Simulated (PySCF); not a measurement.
Mn⁷⁺: ionisation energy

Mn⁷⁺ [Ar] (1S) → Mn⁸⁺ [Ne] 3s2 3p5 (2P), as a difference of total energies. Calculation: PySCF 2.14, in an uncontracted even-tempered set (20 s from 0.32 bohr⁻², ratio 2.5; 13 p from 0.42 bohr⁻², ratio 2.5; 5 d from 3.8 bohr⁻², ratio 2.7; 5 f from 5.7 bohr⁻², ratio 2.7); the spin-free X2C one-electron Hamiltonian (Gaussian nucleus). Correlated levels: outer shells: 1s2 frozen; virtual orbitals above 40 to 60 times the deepest correlated orbital energy dropped. The calculations carry no spin-orbit coupling.

```tsv
method	ionisation energy (eV)
UHF	194.56
LDA	196.00
PBE	195.73
PBE0	195.86
r2SCAN	196.08
B2PLYP	195.64
PBEsol	195.67
MP2 (outer shells)	195.43
SCS-MP2 (outer shells)	195.31
```

A first-order spin-orbit estimate (lowest level to lowest level, LS coupling) adds -0.500 eV.

Problem. Which method comes closest to the reference value, and which is furthest?

Solution. The reference is 195.5 ± 0.3 eV (semi-empirical (NIST evaluation); NIST Atomic Spectra Database, ionization energies). Closest: LDA (error 0.000 eV); furthest: UHF (error -1.440 eV), both after the spin-orbit estimate.
